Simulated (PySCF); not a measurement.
**Basis-set dependence of excited states**

Compound: C₃H₇NOSi.
Geometry (PBE0-D3(BJ)/def2-SVP, Å), atoms numbered from 1 in this order:
```
atom  x, y, z in Å
C1    -1.654   -1.195    0.682
N2    -0.566   -0.560    0.556
C3    -0.347    0.331   -0.500
C4    -1.246    1.198   -0.992
O5     0.926    0.290   -0.933
Si6    2.136   -0.546   -0.086
H7    -2.485   -1.117   -0.042
H8    -1.789   -1.857    1.548
H9    -0.949    1.907   -1.765
H10   -2.262    1.229   -0.600
H11    3.348   -0.275   -0.907
H12    1.889   -2.016   -0.051
H13    2.327   -0.006    1.288
```

TDDFT with PBE0 (PySCF), vertical singlets, core orbitals frozen in the response, spherical d and f functions. One conformer (not necessarily the lowest) at the PBE0-D3(BJ)/def2-SVP geometry, without solvent, vibrations or thermal averaging.

Q: Compare 6-31G*, def2-SVP, 6-31+G*, def2-SVPD, aug-cc-pVDZ, def2-TZVP and def2-TZVPD for this molecule.

A: 

| basis | functions | diffuse | S1 (eV) | S2 (eV) | S3 (eV) | S4 (eV) | S5 (eV) | LUMO (eV) | α (au) |
| --- | --- | --- | --- | --- | --- | --- | --- | --- | --- |
| 6-31G* | 102 | no | 4.29 | 5.00 | 6.16 | 6.91 | 7.10 | -1.18 | 63.4 |
| def2-SVP | 123 | no | 4.22 | 4.90 | 6.52 | 6.74 | 6.93 | -1.43 | 67.7 |
| 6-31+G* | 126 | yes | 4.10 | 4.87 | 5.76 | 6.12 | 6.40 | -1.57 | 73.5 |
| def2-SVPD | 183 | yes | 4.12 | 4.84 | 6.02 | 6.45 | 6.67 | -1.60 | 78.5 |
| aug-cc-pVDZ | 205 | yes | 4.06 | 4.81 | 5.60 | 5.90 | 6.17 | -1.60 | 80.6 |
| def2-TZVP | 234 | no | 4.12 | 4.85 | 6.07 | 6.70 | 6.82 | -1.56 | 75.6 |
| def2-TZVPD | 294 | yes | 4.09 | 4.82 | 5.78 | 6.12 | 6.51 | -1.61 | 80.0 |

States are compared by their number. Against the largest diffuse basis here (def2-TZVPD, itself not a converged limit), sets without diffuse functions differ by up to 0.20 eV in S1 and 0.59 eV in S5; the smaller diffuse sets differ by up to 0.03 and 0.34 eV. State by state, the largest deviation of a set without diffuse functions is S1 0.20, S2 0.17, S3 0.75, S4 0.78, S5 0.59 eV. The same number needn't mean the same state in each row. Against def2-TZVPD the polarisability deviates by -21% in 6-31G*, -15% in def2-SVP, -8% in 6-31+G*, -2% in def2-SVPD, +1% in aug-cc-pVDZ, -5% in def2-TZVP. A single + in a Pople set puts diffuse functions on heavy atoms only.
